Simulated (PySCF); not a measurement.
# Computed records: CH$_{8}$BGeN, CH$_{6}$BGeN, B$_{2}$GeH$_{4}$O, CH$_{7}$B$_{2}$Ge and others

Calculation on a computer-drawn molecule: the log of a Hartree-Fock and frozen-core CCSD(T) single point meant for a local Hartree-Fock minimum, with one planted fault or none, to be diagnosed. Offsets are logged minus clean, where the clean run is the same molecule without the fault. The reference is restricted for singlets and unrestricted otherwise, and also for a bond in bohr or an excited solution. Adding or removing an electron swaps singlet and doublet. The excited solution moves the top pair (singlet) or top alpha electron (doublet) to the lowest empty orbital. Highest occupied and lowest empty are orbital energies over both spins, largest force is the largest gradient component, triples share is (T) over the correlation energy, the T1 limit is 0.02 restricted and 0.045 unrestricted, electrons count all cores, a negative frequency is imaginary (commonest isotopes), and the dipole is about the centre of nuclear charge; on germanium a core potential holds 10 electrons, which the energies leave out, and 3d is frozen in MP2 and coupled-cluster steps. Program: PySCF 2.14.0.

Common to all runs: meant multiplicity 1; meant basis cc-pVDZ; meant basis and core potential on germanium cc-pVDZ-PP ECP10MDF; logged SCF converged yes; logged CC converged yes; logged SCF stable within its kind yes; possible faults no fault, one electron removed, one electron added, multiplicity raised by two, geometry at a saddle point, SCF held on an excited solution, minimal basis STO-3G, one bond length entered in bohr, all coordinates scaled.

(1) 
```xyz
12
formula=CH8BGeN meant_charge=0 logged_electrons=57 logged_basis_functions=105 logged_spin_squared=0.7644 logged_highest_occupied=-17.17 logged_lowest_empty=-6.8957 logged_largest_force=0.10582 logged_T1_diagnostic=0.034224 logged_D1_diagnostic=0.21667 logged_triples_share=0.027643 logged_dipole_magnitude=5.3227 logged_energy_HF=-414.74277 logged_energy_CCSD(T)=-415.28732 planted_fault=one_electron_removed HF_energy_offset_from_clean_run=195.1 CCSD(T)_energy_offset_from_clean_run=216.8
B     -3.1322    -1.2384    -0.4829
N     -1.7637    -1.1370    -0.6918
C     -1.0556    -0.0766    -1.3869
Ge     0.1259     0.9666    -0.1887
H     -3.5589    -2.1826     0.1258
H     -3.8641    -0.3861    -0.9112
H     -1.1678    -1.8536    -0.3276
H     -1.7864     0.6012    -1.8268
H     -0.4617    -0.4826    -2.2107
H      1.0911     0.0106     0.5277
H     -0.7136     1.7011     0.8613
H      0.9422     1.9842    -0.9969
```

Units: logged_highest_occupied, logged_lowest_empty in eV; logged_largest_force in hartree/bohr; logged_dipole_magnitude in debye; logged_energy_HF, logged_energy_CCSD(T) in hartree; HF_energy_offset_from_clean_run, CCSD(T)_energy_offset_from_clean_run in kcal/mol.

Drawn bonds:
| atom | other atom | order |
| --- | --- | --- |
| 1 | 2 | 1 |
| 2 | 3 | 1 |
| 3 | 4 | 1 |
| 1 | 5 | 1 |
| 1 | 6 | 1 |
| 2 | 7 | 1 |
| 3 | 8 | 1 |
| 3 | 9 | 1 |
| 4 | 10 | 1 |
| 4 | 11 | 1 |
| 4 | 12 | 1 |

(2) 
```xyz
10
formula=CH6BGeN meant_charge=0 logged_electrons=56 logged_basis_functions=95 logged_spin_squared=1.2703 logged_highest_occupied=-8.0411 logged_lowest_empty=0.63559 logged_largest_force=0.067148 logged_T1_diagnostic=0.078042 logged_D1_diagnostic=0.45186 logged_triples_share=0.041468 logged_dipole_magnitude=1.5169 logged_energy_HF=-413.74102 logged_energy_CCSD(T)=-414.27128 planted_fault=one_bond_length_entered_in_bohr,row_8_of_the_drawn_bonds HF_energy_offset_from_clean_run=56.62 CCSD(T)_energy_offset_from_clean_run=74.72
B     -2.2671     0.9460    -1.0731
N     -1.4338     0.0964    -0.3327
C     -1.5092    -0.1542     1.0313
Ge    -0.3456    -1.0196     2.0816
H     -3.1361     1.5512    -0.5111
H     -2.0854     1.0384    -2.2545
H     -0.7164    -0.4068    -0.8155
H     -2.3235     0.3696     1.5180
H     -1.1112    -1.5300     4.7874
H      0.7471    -1.8898     1.4874
```

Units: logged_highest_occupied, logged_lowest_empty in eV; logged_largest_force in hartree/bohr; logged_dipole_magnitude in debye; logged_energy_HF, logged_energy_CCSD(T) in hartree; HF_energy_offset_from_clean_run, CCSD(T)_energy_offset_from_clean_run in kcal/mol.

Drawn bonds:
| atom | other atom | order |
| --- | --- | --- |
| 1 | 2 | 1 |
| 2 | 3 | 1 |
| 3 | 4 | 2 |
| 1 | 5 | 1 |
| 1 | 6 | 1 |
| 2 | 7 | 1 |
| 3 | 8 | 1 |
| 4 | 9 | 1 |
| 4 | 10 | 1 |

Notes: T1 above single-reference limit.

(3) 
```xyz
8
formula=B2GeH4O meant_charge=0 logged_electrons=54 logged_basis_functions=85 logged_spin_squared=0 logged_highest_occupied=-8.3404 logged_lowest_empty=0.55909 logged_largest_force=0.096836 logged_T1_diagnostic=0.014037 logged_D1_diagnostic=0.040142 logged_triples_share=0.024639 logged_dipole_magnitude=1.1489 logged_energy_HF=-419.91104 logged_energy_CCSD(T)=-420.3804 planted_fault=all_coordinates_scaled,by_-7.9_% HF_energy_offset_from_clean_run=32.93 CCSD(T)_energy_offset_from_clean_run=39.27
B     -1.0108     0.3133     2.1766
O     -0.1993     0.0805     1.2467
B     -0.4028     0.2193     0.0067
Ge     1.0299    -0.2276    -1.2475
H     -0.6622     0.1469     3.2102
H     -2.0323     0.6705     1.9484
H     -1.4063     0.5605    -0.3335
H      1.4912     1.1581    -1.2789
```

Units: logged_highest_occupied, logged_lowest_empty in eV; logged_largest_force in hartree/bohr; logged_dipole_magnitude in debye; logged_energy_HF, logged_energy_CCSD(T) in hartree; HF_energy_offset_from_clean_run, CCSD(T)_energy_offset_from_clean_run in kcal/mol.

Drawn bonds:
| atom | other atom | order |
| --- | --- | --- |
| 1 | 2 | 1 |
| 2 | 3 | 1 |
| 3 | 4 | 1 |
| 1 | 5 | 1 |
| 1 | 6 | 1 |
| 3 | 7 | 1 |
| 4 | 8 | 1 |

(4) 
```xyz
11
formula=CH7B2Ge meant_charge=1 logged_electrons=54 logged_basis_functions=100 logged_spin_squared=0 logged_highest_occupied=-15.868 logged_lowest_empty=-5.0233 logged_largest_force=0.05616 logged_T1_diagnostic=0.016235 logged_D1_diagnostic=0.053628 logged_triples_share=0.033025 logged_dipole_magnitude=6.076 logged_energy_HF=-384.30849 logged_energy_CCSD(T)=-384.77065 planted_fault=all_coordinates_scaled,by_+9.7_% HF_energy_offset_from_clean_run=43.21 CCSD(T)_energy_offset_from_clean_run=33.57
B     -3.2154     1.1210    -2.0112
B     -2.3142    -0.1061    -0.9021
C     -1.4966    -1.1182     0.0151
Ge     0.7582    -0.7398    -0.2611
H     -3.5349     2.2851    -1.5159
H     -3.4910     0.7641    -3.2355
H     -1.6578    -2.2667    -0.2986
H     -1.6961    -0.9499     1.1879
H      1.0195     0.8368     0.2097
H      1.0738    -1.0037    -1.8755
H      1.4067    -1.8777     0.7601
```

Units: logged_highest_occupied, logged_lowest_empty in eV; logged_largest_force in hartree/bohr; logged_dipole_magnitude in debye; logged_energy_HF, logged_energy_CCSD(T) in hartree; HF_energy_offset_from_clean_run, CCSD(T)_energy_offset_from_clean_run in kcal/mol.

Drawn bonds:
| atom | other atom | order |
| --- | --- | --- |
| 1 | 2 | 1 |
| 2 | 3 | 1 |
| 3 | 4 | 1 |
| 1 | 5 | 1 |
| 1 | 6 | 1 |
| 3 | 7 | 1 |
| 3 | 8 | 1 |
| 4 | 9 | 1 |
| 4 | 10 | 1 |
| 4 | 11 | 1 |

(5) 
```xyz
11
formula=CH7B2Ge meant_charge=1 logged_electrons=54 logged_basis_functions=100 logged_spin_squared=2.009 logged_highest_occupied=-14.18 logged_lowest_empty=-8.3495 logged_largest_force=0.037338 logged_T1_diagnostic=0.040757 logged_D1_diagnostic=0.23949 logged_triples_share=0.034776 logged_dipole_magnitude=6.5262 logged_energy_HF=-384.22826 logged_energy_CCSD(T)=-384.67791 planted_fault=multiplicity_raised_by_two HF_energy_offset_from_clean_run=93.55 CCSD(T)_energy_offset_from_clean_run=91.76
B     -2.9311     1.0219    -1.8333
B     -2.1096    -0.0967    -0.8224
C     -1.3643    -1.0193     0.0138
Ge     0.6912    -0.6744    -0.2380
H     -3.2224     2.0830    -1.3818
H     -3.1823     0.6965    -2.9494
H     -1.5112    -2.0663    -0.2722
H     -1.5461    -0.8659     1.0829
H      0.9294     0.7628     0.1912
H      0.9788    -0.9150    -1.7097
H      1.2823    -1.7117     0.6929
```

Units: logged_highest_occupied, logged_lowest_empty in eV; logged_largest_force in hartree/bohr; logged_dipole_magnitude in debye; logged_energy_HF, logged_energy_CCSD(T) in hartree; HF_energy_offset_from_clean_run, CCSD(T)_energy_offset_from_clean_run in kcal/mol.

Drawn bonds:
| atom | other atom | order |
| --- | --- | --- |
| 1 | 2 | 1 |
| 2 | 3 | 1 |
| 3 | 4 | 1 |
| 1 | 5 | 1 |
| 1 | 6 | 1 |
| 3 | 7 | 1 |
| 3 | 8 | 1 |
| 4 | 9 | 1 |
| 4 | 10 | 1 |
| 4 | 11 | 1 |

(6) 
```xyz
9
formula=B2GeH5O meant_charge=1 logged_electrons=54 logged_basis_functions=90 logged_spin_squared=0 logged_highest_occupied=-16.487 logged_lowest_empty=-5.9968 logged_largest_force=2.991e-05 logged_lowest_frequency=-369.18 logged_T1_diagnostic=0.018703 logged_D1_diagnostic=0.072728 logged_triples_share=0.025305 logged_dipole_magnitude=1.5823 logged_energy_HF=-420.20602 logged_energy_CCSD(T)=-420.68098 planted_fault=geometry_at_a_saddle_point HF_energy_offset_from_clean_run=12.51 CCSD(T)_energy_offset_from_clean_run=13.92
B      2.2122     0.1790     0.0000
B      0.6741    -0.6760     0.0000
Ge    -1.1999     0.3904     0.0000
O     -2.5957    -0.5999     0.0000
H      3.2180    -0.4588     0.0000
H      2.2594     1.3729     0.0000
H      0.4552    -1.8449     0.0000
H     -1.5476     1.8727     0.0000
H     -3.4756    -0.2353     0.0000
```

Units: logged_highest_occupied, logged_lowest_empty in eV; logged_largest_force in hartree/bohr; logged_lowest_frequency in cm⁻¹; logged_dipole_magnitude in debye; logged_energy_HF, logged_energy_CCSD(T) in hartree; HF_energy_offset_from_clean_run, CCSD(T)_energy_offset_from_clean_run in kcal/mol.

Drawn bonds:
| atom | other atom | order |
| --- | --- | --- |
| 1 | 2 | 1 |
| 2 | 3 | 1 |
| 3 | 4 | 1 |
| 1 | 5 | 1 |
| 1 | 6 | 1 |
| 2 | 7 | 1 |
| 3 | 8 | 1 |
| 4 | 9 | 1 |
